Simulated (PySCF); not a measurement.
(E)-1-chloro-1-fluoroprop-1-ene (C₃H₄ClF), SMILES C/C=C(\F)Cl. Geometry: B3LYP-D3(BJ)/def2-SVP.

**Question.** Give the equilibrium geometry at B3LYP-D3(BJ)/def2-SVP (PySCF confirms it by a frequency run) as a Z-matrix, and its point group. (Estimate from the structure and the level; the computed values follow.)

**Answer.** point group Cs.
```
C
C 1 1.3330
F 2 1.3326 1 123.02
H 1 1.0918 2 116.78 3 180.00
C 1 1.4985 4 119.23 2 180.00
H 5 1.0985 1 111.60 4 180.00
H 5 1.1033 6 108.24 1 -122.29
H 5 1.1033 6 108.24 7 -115.42
Cl 2 1.7324 3 112.05 1 180.00
```
Charge 0, spin multiplicity 1.
